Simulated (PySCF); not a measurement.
## Steps of a relaxation of [Lu(H2S)3]3+

[Lu(H2S)3]3+ (singlet in the valence; each metal's 4f electrons, 14 of them, lie in its core potential, out of spins and levels; a saddle point, relaxed within its symmetry). PySCF 2.14.0, RKS TPSS, Lu lcecp-1-SVP with ECP60, S def2-SVP, H def2-SVP; non-relativistic Hamiltonian with scalar-relativistic core potentials where named; density fitting; no spin-orbit coupling. Origin of the start: template. Columns: position (Å) and force (eV/Å). Energies are counted from the last step; some of the 6 steps are shown. Forces carry noise of the integration grid, about 0.01 to 0.03 eV/Å.

Run from Python with OMP_NUM_THREADS=2. Where DIIS fails, smearing, a level shift and second-order steps follow.
It took 42 s on 2 threads of Arm Neoverse V1, on a shared host, from the converged density of the start.

```xyz
10
step 0  E = 0.171 eV
Lu    0.0000    0.0000    0.0000     0.00    0.00    0.00
S     2.7850    0.0000    0.0000    -0.18    0.72    0.00
H     3.3350   -0.7500    0.9700     0.07   -0.31    0.75
H     3.3350   -0.7500   -0.9700     0.07   -0.31   -0.75
S    -1.3925    2.4119    0.0000    -0.54   -0.53    0.00
H    -1.0180    3.2632    0.9700     0.24    0.22    0.75
H    -1.0180    3.2632   -0.9700     0.24    0.22   -0.75
S    -1.3925   -2.4119    0.0000     0.71   -0.19    0.00
H    -2.3170   -2.5132    0.9700    -0.30    0.10    0.75
H    -2.3170   -2.5132   -0.9700    -0.30    0.10   -0.75
```

```xyz
10
step 2  E = 0.022 eV
Lu    0.0000    0.0000    0.0000     0.00    0.00    0.00
S     2.7906    0.0241    0.0000     0.15    0.00    0.00
H     3.2825   -0.7483    1.0275    -0.10    0.03   -0.06
H     3.2825   -0.7483   -1.0275    -0.10    0.03    0.06
S    -1.4162    2.4047    0.0000    -0.09    0.12    0.00
H    -0.9932    3.2169    1.0275     0.03   -0.10   -0.06
H    -0.9932    3.2169   -1.0275     0.03   -0.10    0.06
S    -1.3745   -2.4288    0.0000    -0.08   -0.13    0.00
H    -2.2893   -2.4686    1.0275     0.07    0.07   -0.06
H    -2.2893   -2.4686   -1.0275     0.07    0.07    0.06
```

```xyz
10
step 3  E = 0.007 eV
Lu    0.0000    0.0000    0.0000     0.00    0.00    0.00
S     2.7946    0.0561    0.0000     0.15   -0.18    0.00
H     3.2399   -0.7522    1.0270    -0.08    0.10   -0.14
H     3.2399   -0.7522   -1.0270    -0.08    0.10    0.14
S    -1.4459    2.3921    0.0000     0.08    0.21    0.00
H    -0.9686    3.1820    1.0270    -0.04   -0.12   -0.14
H    -0.9686    3.1820   -1.0270    -0.04   -0.12    0.14
S    -1.3487   -2.4482    0.0000    -0.24   -0.04    0.00
H    -2.2714   -2.4298    1.0270     0.13    0.03   -0.14
H    -2.2714   -2.4298   -1.0270     0.13    0.03    0.14
```

Q: Where does the relaxation end?

A: It converges at step 5 in C3h:
```xyz
10
step 5  E = 0
Lu    0.0000    0.0000    0.0000
S     2.7957    0.0678    0.0000
H     3.2116   -0.7506    1.0203
H     3.2116   -0.7506   -1.0203
S    -1.4566    2.3873    0.0000
H    -0.9557    3.1567    1.0203
H    -0.9557    3.1567   -1.0203
S    -1.3392   -2.4551    0.0000
H    -2.2559   -2.4060    1.0203
H    -2.2559   -2.4060   -1.0203
```

Q: How did the contacts change?

A: 
```csv
contact,start (Å),end (Å)
Lu1–S2 (H2S),2.785,2.797
Lu1–S5 (H2S),2.785,2.797
Lu1–S8 (H2S),2.785,2.797
```


An lcecp potential fixes the number of 4f electrons, so in runs with it no electron can move into or out of that shell.
